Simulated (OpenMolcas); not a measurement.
# Bi: thermal populations, worked from levels

* Program: OpenMolcas 26.06
* Basis: ANO-RCC-VQZP [9s8p6d4f3g]
* Scalar Hamiltonian: DKH2, point nucleus
* Active space: 5 electrons in 8 orbitals (6s 6p 7s 7p)
* State averaging: 2S+1 = 4 odd, 1 root; 2S+1 = 2 odd, 8 roots
* Spin-orbit coupling: state interaction with AMFI integrals over the reference wave functions, term energies averaged over their components

Methods: CASSCF; SS-CASPT2, IPEA 0.25 Eh, imaginary shift 0.1 Eh (closed shells correlated: 5d). Measured levels: NIST Handbook of Basic Atomic Spectroscopic Data.

**Thermal populations.** Z = Σ (2J + 1) exp(-E/kT) with k = 0.695035 cm-1/K, over the levels below. No other level of either list lies under 29800 cm-1, which is above 7 kT at each temperature.

```csv
Level,2J + 1,SS-CASPT2,measured
6s² 6p³ ⁴S°_3/2 [70 %],4,0.0,0.0
6s² 6p³ ²D°_3/2 [65 %],4,10250,11419
6s² 6p³ ²D°_5/2,6,14280,15438
6s² 6p³ ²P°_1/2,2,21420,21661
```

```json
{"T (K)": "5000", "Z, SS-CASPT2": "4.312", "Z, measured levels": "4.224", "Ground level (%), SS-CASPT2": "92.8", "Ground level (%), measured levels": "94.7"}
```

At 5000 K, kT = 3475 cm-1, and the computed levels give Z = 4.000 + 0.209 + 0.099 + 0.004 = 4.312.

CASPT2 breaks the degeneracy within a term, and the mean is taken; among the terms shown or strongly mixed into the levels shown the widest spread is 160 cm-1 (6s² 6p³ ²D°, SS-CASPT2). Active for correlation alone: 7p 7s; no level in the range computed is led by a configuration that fills them, so any true level of that kind is missing. Spin-orbit splittings of 6p shells tend to come out small when the coupling is added on scalar orbitals. Computed and measured levels are paired by configuration, term and J; levels that our copy of the source lacks, or whose pairing is in doubt (as where it misses far off the trend of its configuration), stay unpaired and out of the deviations. Levels of configurations outside the active space are missing.

A share in square brackets marks a mixed level and gives the weight of the term that names it, the lowest over the columns. ° marks odd parity.
